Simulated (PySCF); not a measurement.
## Computed vibrations of Er(OH)3

Er(OH)3 (singlet in the valence; each metal's 4f electrons, 11 of them, lie in its core potential, out of spins and levels). PySCF 2.14.0, RKS BP86, Er lcecp-1-SVP with ECP57, O def2-SVP, H def2-SVP; non-relativistic Hamiltonian with scalar-relativistic core potentials where named; density fitting; no spin-orbit coupling. Central differences of gradients.

```xyz
7

Er    0.0000    0.0000   -0.0081
O     2.0321    0.0000    0.0248
H     2.9984    0.0000    0.0526
O    -1.0160    1.7598    0.0248
H    -1.4992    2.5967    0.0526
O    -1.0160   -1.7598    0.0248
H    -1.4992   -2.5967    0.0526
```

Run from Python with OMP_NUM_THREADS=2. Where DIIS fails, smearing, a level shift and second-order steps follow.
It took 36 s on 2 threads of Arm Neoverse V2, on a shared host.

Question: What are the harmonic wavenumbers and infrared intensities?

Answer: Modes are labelled in C3v; negative numbers are unstable modes, those under 60 cm⁻¹ near the noise; a finer grid moves soft modes by up to 10 cm⁻¹.
| cm⁻¹ | km/mol | symmetry |
| --- | --- | --- |
| 12 | 10.4 | a1 |
| 121 | 1.3 | e |
| 121 | 1.3 | e |
| 272 | 0.0 | a2 |
| 352 | 247.4 | e |
| 352 | 247.4 | e |
| 474 | 0.2 | e |
| 474 | 0.2 | e |
| 483 | 446.6 | a1 |
| 592 | 157.6 | e |
| 592 | 157.6 | e |
| 613 | 0.1 | a1 |
| 3855 | 147.9 | e |
| 3855 | 147.9 | e |
| 3855 | 0.2 | a1 |

Question: Is this a minimum?

Answer: Yes, within the noise of the softest modes. Ideal gas at 298.15 K and 1 bar: S = 377.7 J/(mol K), Cp = 107.4 J/(mol K), H − H(0 K) = 22.2 kJ/mol (rigid rotor, harmonic modes, spin degeneracy alone, that of the 4f electrons in the core included; the modes under 60 cm⁻¹ make these uncertain).

An lcecp potential fixes the number of 4f electrons, so in runs with it no electron can move into or out of that shell.
